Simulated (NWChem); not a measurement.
CH$_{3}$BrGeO, singlet; SMILES C[O][Ge][Br]

```xyz
7

Ge     0.8683    -0.7125     0.0001
Br    -0.1364     1.4495     0.0000
O     -0.5519    -1.7619    -0.0007
C     -1.9389    -1.5518     0.0003
H     -2.1973    -0.4797    -0.0179
H     -2.3844    -2.0410    -0.8814
H     -2.3794    -2.0083     0.9020
```
Atoms are numbered in this order, from 1.

All runs: NWChem. Low-valent species are run as closed-shell singlets; no triplet was tried in these runs. Coordinates come from a PBE0/def2-SVP optimisation. Level M06-L/def2-SVP: energy and gradient on several grids; changes count from the extra-fine grid, which is no exact limit either.

| grid | size of the energy change (μHa) | largest change of a gradient component (μHa/bohr) |
|---|---|---|
| xcoarse | 3000 | 5000 |
| coarse | 500 | 1000 |
| medium | 40 | 300 |
| fine | < 10 | 100 |
| xfine | < 10 | < 30 |
